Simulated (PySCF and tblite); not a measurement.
The numbers below are computed, except where a source is named.
System: C4H9NSeSi, numbered as in [CH2:1]=[CH:2][N:3]([CH3:4])[C:5]([SiH3:6])=[Se:7].

Motion: rotation about the C5–N3 bond (torsion Si6–C5–N3–C2 from 0° to 179°, rising). GFN2-xTB gives an electronic barrier of 19.7 kcal/mol and a reaction energy of 1.4 kcal/mol.

Barriers of amide-like rotations can come out several kcal/mol high at such levels. Spin–orbit effects of heavy atoms on shieldings are missing.

(1) What does B3LYP/pcSseg-1 + D3(BJ) give on GFN2-xTB geometries?

Programs: tblite and PySCF.

## Answers

(1) A barrier of 23.3 kcal/mol, 3.6 above the tight-binding barrier (from unrounded values), a reaction energy of 1.3 kcal/mol and, with GFN2-xTB thermal terms, ΔG‡(298 K) = 22.2 kcal/mol and k = 0.00068 s⁻¹ (2 equivalent paths).
